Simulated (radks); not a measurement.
Neutral cerium, 58 electrons, occupied as [Xe] 4f1 5d2 6s1 (not the ground configuration). Method: Dirac Kohn-Sham, PBEsol, spin-unpolarised, spherical densities, finite nucleus; open shells are shared between the two j in proportion to 2j + 1; Fermi nuclear charge, rms radius 4.8771 fm; computed with a radial shooting solver on a logarithmic mesh with Libxc functionals.

Unscreened Slater integrals over Kohn-Sham orbitals (eV). Large and small components are both included.

F0(5d5/2,5d5/2): 7.7810
F2(5d5/2,5d5/2): 3.8070
F4(5d5/2,5d5/2): 2.4410
F0(5d5/2,5d3/2): 7.8908
F2(5d5/2,5d3/2): 3.8658
G2(5d5/2,5d3/2): 3.8643
G4(5d5/2,5d3/2): 2.4799
F0(5d5/2,6s1/2): 6.1650
G2(5d5/2,6s1/2): 2.0788
F0(5d5/2,4f7/2): 10.265
F2(5d5/2,4f7/2): 2.6030
F4(5d5/2,4f7/2): 1.3065
G1(5d5/2,4f7/2): 1.5377
G3(5d5/2,4f7/2): 1.1225
G5(5d5/2,4f7/2): 0.82751
F0(5d3/2,5d3/2): 8.0050
F2(5d3/2,5d3/2): 3.9298
F0(5d3/2,6s1/2): 6.2137
G2(5d3/2,6s1/2): 2.0154
F0(5d3/2,4f7/2): 10.513
F2(5d3/2,4f7/2): 2.7291
G3(5d3/2,4f7/2): 1.1943
G5(5d3/2,4f7/2): 0.87968
F0(6s1/2,6s1/2): 5.4460
F0(6s1/2,4f7/2): 7.0729
G3(6s1/2,4f7/2): 0.29124
F0(4f7/2,4f7/2): 22.818
F2(4f7/2,4f7/2): 10.490
F4(4f7/2,4f7/2): 6.5147
F6(4f7/2,4f7/2): 4.6683
